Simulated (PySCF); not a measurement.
Dissociation curve of CH₃N, SMILES N=C. The C1–N4 bond (C1 also carries H, H; N4 carries H) is stretched with both fragments frozen at the PBE0/def2-TZVP optimised geometry.

Methods: UKS-LDA (SVWN5) = unrestricted LDA (SVWN5)/cc-pVDZ (PySCF); RKS-M06-2X = PySCF with restricted M06-2X/cc-pVDZ; UKS-M06-2X = PySCF with unrestricted M06-2X/cc-pVDZ.

Magnitude of the dipole moment (D; its direction can reverse along the curve, and a method can change to another solution) and Mulliken charge of the fragment that holds C1:

```
R / Å  μ UKS-LDA (SVWN5)  q UKS-LDA (SVWN5)  μ RKS-M06-2X  q RKS-M06-2X  μ UKS-M06-2X  q UKS-M06-2X
-----  -----------------  -----------------  ------------  ------------  ------------  ------------
1.00                1.38              -0.11          1.45         -0.06          1.45         -0.06
1.08                1.47              -0.06          1.56         -0.01          1.56         -0.01
1.13                1.55              -0.03          1.64          0.02          1.64          0.02
1.18                1.62               0.00          1.72          0.05          1.72          0.05
1.23                1.69               0.02          1.80          0.07          1.80          0.07
1.26                1.73               0.04          1.84          0.08          1.84          0.08
1.30                1.78               0.05          1.90          0.09          1.90          0.09
1.34                1.82               0.06          1.95          0.10          1.95          0.10
1.40                1.88               0.08          2.01          0.12          2.01          0.12
1.48                1.94               0.09          2.08          0.12          2.08          0.12
1.58                2.00               0.09          2.15          0.13          2.15          0.13
1.69                2.04               0.10          2.21          0.12          2.08          0.12
1.89                2.03               0.09          2.30          0.11          1.79          0.07
2.07                1.87               0.06          2.39          0.11          1.60          0.04
2.26                1.69               0.04          2.61          0.10          1.44          0.02
2.55                1.48               0.02          3.09          0.11          1.36          0.00
2.74                1.42               0.01          2.96          0.09          1.36          0.00
3.08                1.38               0.00          2.57          0.06          1.37         -0.01
3.41                1.38               0.00          2.24          0.03          1.39          0.00
3.75                1.38               0.00          2.03          0.01          1.40          0.00
4.40                1.39               0.00          1.89          0.00          1.41          0.00
```

The unrestricted solution behind UKS-LDA (SVWN5) changes between 2.26 and 2.55 Å, which can leave a kink. The unrestricted determinant behind UKS-LDA (SVWN5) is spin-contaminated at 1.89 to 4.40 Å (<S²> up to 2.0, against 0.00 for a pure singlet). The restricted form behind RKS-M06-2X keeps the bonding electrons paired and can't separate into open-shell fragments. The unrestricted solution behind UKS-M06-2X changes between 1.69 and 1.89 Å, which can leave a kink. The unrestricted determinant behind UKS-M06-2X is spin-contaminated at 1.69 to 4.40 Å (<S²> up to 2.0, against 0.00 for a pure singlet).
